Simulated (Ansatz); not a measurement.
`C[O][Al]([F])[O][SiH3]` + H₂S → `[F][Al]([SH])[O][SiH3]` + CH₃OH  (ligand exchange at the Al–O bond)

Gas-phase electronic energies from Ansatz, PBE0-D4/def2-TZVP geometries. CCSD(T)/CBS adds triple-zeta CCSD(T) − MP2 to the extrapolated MP2 energy (def2 sets, frozen cores). This one scheme is used for every species. Functionals use def2-TZVPP. One conformer a species, not always the lowest.

`C[O][Al]([F])[O][SiH3]`:

Cartesian coordinates in Å:
```
C -1.984 -0.841 -1.206
O -1.984 0.118 -0.185
Al -0.803 0.827 0.755
F -1.270 1.940 1.863
O 0.813 0.439 0.599
Si 2.427 0.254 0.651
H -2.415 -0.414 -2.117
H -2.597 -1.698 -0.911
H -0.978 -1.204 -1.442
H 2.818 -0.454 1.898
H 2.874 -0.546 -0.519
H 3.100 1.579 0.614
```

H₂S:

Cartesian coordinates in Å:
```
S 0.098 -0.342 0.507
H 0.452 -0.468 -0.780
H -0.550 0.809 0.273
```

`[F][Al]([SH])[O][SiH3]`:

Cartesian coordinates in Å:
```
F -0.112 -2.540 -1.430
Al 0.018 -0.908 -1.318
S 0.251 0.200 -3.157
O -0.031 -0.156 0.167
Si -0.092 0.381 1.703
H 0.301 1.370 -2.495
H -1.484 0.283 2.216
H 0.806 -0.431 2.564
H 0.344 1.801 1.750
```

CH₃OH:

Cartesian coordinates in Å:
```
C -0.032 0.355 0.006
O 0.631 -0.888 -0.042
H 0.737 1.128 -0.017
H -0.614 0.482 0.927
H -0.696 0.508 -0.853
H -0.026 -1.585 -0.020
```

Question: Is it downhill or uphill in electronic energy at CCSD(T)/CBS, and by how much? (Best estimate.)

Answer: The calculation gave: Uphill: ΔE = +3.9 kcal/mol.

Question: What do these levels give: PBE0-D4, PBE, r2SCAN, CCSD(T)/def2-TZVPP, SCS-MP2/def2-QZVPP, MP2/CBS(def2)? (Best estimate.)

Answer: The calculation gave: PBE0-D4 2.1, PBE 1.8, r2SCAN 3.5, CCSD(T)/def2-TZVPP 4.7, SCS-MP2/def2-QZVPP 5.0, MP2/CBS(def2) 3.7 kcal/mol.

Largest T1 diagnostic among the species: 0.012.

In def2-TZVPP, CCSD(T) changes the Hartree–Fock value by −1.1 kcal/mol (the triples alone add −0.5 kcal/mol) and MP2 by −1.2 kcal/mol.
